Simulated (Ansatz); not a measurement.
Consider the cleavage of the B–Si bond: `C=NB(F)[SiH3]` + HCl → `C=NB(F)Cl` + SiH₄.

Calculated with Ansatz (gas phase, PBE0-D4/def2-TZVP geometries, no zero-point term in ΔE). CBS: MP2 limit from def2 TZ/QZ plus the TZ coupled-cluster correction, frozen cores. This one scheme is used for every species. Functionals use def2-TZVPP. Each species was taken in one conformer, which may not be the lowest.

| level | ΔE (kJ/mol) |
| --- | --- |
| ωB97M-V | -99.0 |
| B2PLYP | -98.3 |

(1) What does CCSD(T)/CBS give? (An estimate is asked.)

Largest T1 diagnostic among the species: 0.015.

Answers

(1) Ansatz gave: -93.9 kJ/mol. The listed levels differ from it by -5.1, -4.4 kJ/mol.

From PBE to PBE0 (25 % exact exchange), in def2-TZVPP and without D4, ΔE moves by −6.1 kJ/mol. In def2-TZVPP, CCSD(T) changes the Hartree–Fock value by +18.5 kJ/mol (the triples alone add +1.5 kJ/mol) and MP2 by +11.0 kJ/mol.
